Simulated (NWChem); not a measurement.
System: TiH3I; SMILES [I][TiH3]

NWChem input:

```
start job
memory heap 200 mb stack 900 mb global 1100 mb
geometry units angstroms noautoz
  Ti     0.000000     0.000000    -1.709905
  I      0.000000     0.000000     0.822316
  H      0.284018     1.561158    -2.257060
  H      1.209994    -1.026546    -2.257060
  H     -1.494011    -0.534612    -2.257060
end
basis spherical
  Ti library def2-svp
  I library def2-svp
  H library def2-svp
end
ecp
  I library def2-ecp
end
dft
  xc becke97-2
  iterations 150
  mulliken
end
task dft energy
```

The geometry was optimised at PBE0/def2-SVP. def2 effective core potentials on I; no spin-orbit coupling.

What results follow from this input? (B97-2/def2-SVP with def2 effective core potentials on I.) Quantities: energy (Ha); highest occupied level (eV); orbital gap (eV); dipole (D).


| Property | Result |
|---|---|
| energy (Ha) | -1149.23 |
| highest occupied level (eV) | -8.09 |
| orbital gap (eV) | 4.82 |
| dipole (D) | 0.33 |
